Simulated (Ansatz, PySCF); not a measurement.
C2H8GeO4, singlet, geometry from GFN2-xTB, with bond 14-6 at 1.8 times its length. Base run: PySCF with CASSCF(6,6)/STO-3G.

Input for PySCF:
```python
from pyscf import gto, scf, mcscf
import numpy

mol = gto.Mole()
mol.atom = '''
    C    -3.360026   -0.135133    0.405060
    C    -2.016040    0.565130    0.518508
    O    -0.996664   -0.385187    0.228971
    Ge    0.667347   -0.047763   -0.111041
    O     1.641947    0.350317    1.257911
    O     1.299920   -1.506256   -0.773559
    O     0.758025    1.299508   -1.183548
    H    -4.159202    0.562327    0.640877
    H    -3.400741   -0.973696    1.095146
    H    -3.499434   -0.511146   -0.604898
    H    -1.874176    0.955298    1.532050
    H    -1.960969    1.401137   -0.184581
    H     1.869968   -0.382789    1.826829
    H     0.268228   -2.335345   -1.871813
    H     1.573259    1.797101   -1.148011
'''
mol.basis = 'sto-3g'
mol.charge = 0
mol.spin = 0
mol.verbose = 3
mol.build()

mf = scf.RHF(mol)
mf.kernel()
mc = mcscf.CASSCF(mf, 6, 6)
mc.fix_spin_(ss=0.0)
mc.kernel()
occ = numpy.linalg.eigvalsh(mc.fcisolver.make_rdm1(mc.ci, mc.ncas, mc.nelecas))[::-1]
ss = mc.fcisolver.spin_square(mc.ci, mc.ncas, mc.nelecas)[0]
print('natural occupations', occ.round(4), ' <S^2>', round(ss, 4))
```

Programs used: Ansatz (an electronic-structure program), PySCF; a row that names a program was run with it.

Each row names what was changed in the base input (with any setting that the change needs).

```tsv
change	ΔE vs base (kcal/mol)	natural occupations	<S^2> of the state	outcome
base	0.000	1.98 1.97 1.66 0.34 0.03 0.02	0.00	converged
active space = 10 electrons, 8 orbitals	-	-	-	not converged
start = MP2 natural orbitals	4.87	1.98 1.97 1.67 0.33 0.03 0.02	0.00	converged
state_average = 2 states	16.52	-	-	converged
code = ansatz	0.017	-	-	converged
code = ansatz; correction = SC-NEVPT2, all electrons	-138.1	-	-	converged
orbitals = fixed (CASCI)	46.25	2.00 2.00 1.75 0.25 0.01 0.00	0.00	converged
fix_spin_ = off	0.000	1.98 1.97 1.66 0.34 0.03 0.02	0.00	converged
active space = 6 electrons, 8 orbitals	3.61	1.98 1.97 1.67 0.33 0.03 0.02 0.00 0.00	0.00	converged
conv_tol = 1e-5	0.000	1.98 1.97 1.66 0.34 0.03 0.02	0.00	converged
orbitals = fixed (CASCI); correction = SC-NEVPT2	-135.5	2.00 2.00 1.75 0.25 0.01 0.00	0.00	converged
```

Active orbitals are taken around the Fermi level unless the row says otherwise; CASSCF can end in different local minima, and two programs can end on different orbitals. State-averaged rows give the lowest state.
